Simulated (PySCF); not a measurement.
A structure optimised at PBE-D3(BJ)/def2-SVP, used in a PySCF frequency run:

```
Sb
Cl 1 2.3394
Cl 1 2.3394 2 106.84
Cl 1 2.3394 2 106.84 3 -114.07
```
Charge +1, spin multiplicity 2.

### Question
Write its SMILES, formula and point group.

### Answer
[Cl][Sb+]([Cl])[Cl], Cl3Sb, C3v

### Question
What are its rotational constants (standard atomic weights)?

### Answer
1.7203, 1.7203, 1.0099 GHz
